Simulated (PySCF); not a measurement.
C2H6N, charge +1, singlet, geometry from GFN2-xTB; DF-REVPBE/6-31G* (PySCF).

Input for PySCF:
```python
from pyscf import gto, scf, dft

mol = gto.M(
    atom='''
C     1.19670548    0.19800153   -0.25514348
N     0.15620289   -0.25883000    0.29860321
C    -1.19281822    0.05866004   -0.04418099
H     1.11956830    0.90336850   -1.07597570
H     2.18586447   -0.09844992    0.07041593
H     0.24717746   -0.92434630    1.07269205
H    -1.70467681    0.47811026    0.82533553
H    -1.23680754    0.76725567   -0.86945039
H    -1.72786969   -0.85409755   -0.31729306
''',
    basis='6-31g*',
    charge=1,
    verbose=4,
)

mf = dft.RKS(mol)
mf.xc = 'revpbe'
mf = mf.density_fit(auxbasis='def2-universal-jkfit')
mf.kernel()
```

Write the output that PySCF gives for this input, abridged.


```
PySCF version 2.14.0

[INPUT] verbose = 4
[INPUT] num. atoms = 9
[INPUT] num. electrons = 24
[INPUT] charge = 1
[INPUT] spin (= nelec alpha-beta = 2S) = 0
[INPUT] symmetry False subgroup None
[INPUT] Mole.unit = angstrom
[INPUT] Symbol           X                Y                Z      unit          X                Y                Z       unit  Magmom
[INPUT]  1 C      1.196705480000   0.198001530000  -0.255143480000 AA    2.261445608966   0.374168663945  -0.482151299668 Bohr   0.0
[INPUT]  2 N      0.156202890000  -0.258830000000   0.298603210000 AA    0.295180681966  -0.489117812821   0.564278286816 Bohr   0.0
[INPUT]  3 C     -1.192818220000   0.058660040000  -0.044180990000 AA   -2.254099752191   0.110851410056  -0.083489971012 Bohr   0.0
[INPUT]  4 H      1.119568300000   0.903368500000  -1.075975700000 AA    2.115677464745   1.707119054559  -2.033299389687 Bohr   0.0
[INPUT]  5 H      2.185864470000  -0.098449920000   0.070415930000 AA    4.130685193718  -0.186043385785   0.133066822507 Bohr   0.0
[INPUT]  6 H      0.247177460000  -0.924346300000   1.072692050000 AA    0.467097703566  -1.746761351255   2.027094190498 Bohr   0.0
[INPUT]  7 H     -1.704676810000   0.478110260000   0.825335530000 AA   -3.221372301797   0.903497448745   1.559658112573 Bohr   0.0
[INPUT]  8 H     -1.236807540000   0.767255670000  -0.869450390000 AA   -2.337227519397   1.449903083820  -1.643023115996 Bohr   0.0
[INPUT]  9 H     -1.727869690000  -0.854097550000  -0.317293060000 AA   -3.265200493037  -1.614010453162  -0.599596984625 Bohr   0.0

nuclear repulsion = 79.9388847073527
number of shells = 30
number of NR pGTOs = 105
number of NR cGTOs = 54
basis = 6-31g*
ecp = {}

******** <class 'pyscf.df.df_jk.DFRKS'> ********
method = DFRKS
initial guess = minao
damping factor = 0
level_shift factor = 0
DIIS = <class 'pyscf.scf.diis.CDIIS'>
diis_start_cycle = 1
diis_space = 8
diis_damp = 0
SCF conv_tol = 1e-09
SCF conv_tol_grad = None
SCF max_cycles = 50
direct_scf = False
XC library pyscf.dft.libxc version 7.1.2
    S. Lehtola, C. Steigemann, M. J. T. Oliveira, and M. A. L. Marques,  SoftwareX 7, 1–5 (2018)
XC functionals = revpbe
    Y. Zhang and W. Yang,  Phys. Rev. Lett. 80, 890 (1998)
    J. P. Perdew, K. Burke, and M. Ernzerhof,  Phys. Rev. Lett. 77, 3865 (1996)
    J. P. Perdew, K. Burke, and M. Ernzerhof,  Phys. Rev. Lett. 78, 1396 (1997)
radial grids:
    Treutler-Ahlrichs [JCP 102, 346 (1995); DOI:10.1063/1.469408] (M4) radial grids

becke partition: Becke, JCP 88, 2547 (1988); DOI:10.1063/1.454033
pruning grids: <function nwchem_prune>
grids dens level: 3
symmetrized grids: False
atomic radii adjust function: <function treutler_atomic_radii_adjust>
small_rho_cutoff = 0
Set gradient conv threshold to 3.16228e-05
Initial guess from minao.
tot grids = 100992
init E= -134.686861438235
  HOMO = -0.344271744922656  LUMO = -0.110490830706377  gap/eV = 6.36150
cycle= 1 E= -134.238686986601  delta_E= 0.448  |g|= 0.234  |ddm|= 2.51
  HOMO = -0.51755965299539  LUMO = -0.332123555871865  gap/eV = 5.04597
cycle= 2 E= -134.227873439639  delta_E= 0.0108  |g|= 0.33  |ddm|= 0.527
  HOMO = -0.530783141390132  LUMO = -0.32072877858903  gap/eV = 5.71587
cycle= 3 E= -134.251771388982  delta_E= -0.0239  |g|= 0.0865  |ddm|= 0.266
  HOMO = -0.536134998303786  LUMO = -0.320392506604416  gap/eV = 5.87065
cycle= 4 E= -134.253146403417  delta_E= -0.00138  |g|= 0.0371  |ddm|= 0.085
  HOMO = -0.534775341585227  LUMO = -0.321126434038833  gap/eV = 5.81368
cycle= 5 E= -134.253503721314  delta_E= -0.000357  |g|= 0.00302  |ddm|= 0.0311
  HOMO = -0.534175444635572  LUMO = -0.32039616182362  gap/eV = 5.81723
cycle= 6 E= -134.253505540896  delta_E= -1.82e-06  |g|= 0.00148  |ddm|= 0.00385
  HOMO = -0.534300948165365  LUMO = -0.320642942892112  gap/eV = 5.81393
cycle= 7 E= -134.25350613835  delta_E= -5.97e-07  |g|= 0.000148  |ddm|= 0.0015
  HOMO = -0.534297379123283  LUMO = -0.320626783240163  gap/eV = 5.81427
cycle= 8 E= -134.253506144829  delta_E= -6.48e-09  |g|= 2.05e-05  |ddm|= 0.000177
  HOMO = -0.534300808293497  LUMO = -0.320631575956991  gap/eV = 5.81424
cycle= 9 E= -134.253506144949  delta_E= -1.2e-10  |g|= 2.72e-06  |ddm|= 2.54e-05
  HOMO = -0.534300508602679  LUMO = -0.320631651730067  gap/eV = 5.81423
Extra cycle  E= -134.25350614495  delta_E= -3.41e-13  |g|= 2.71e-06  |ddm|= 6.3e-06
converged SCF energy = -134.25350614495
```
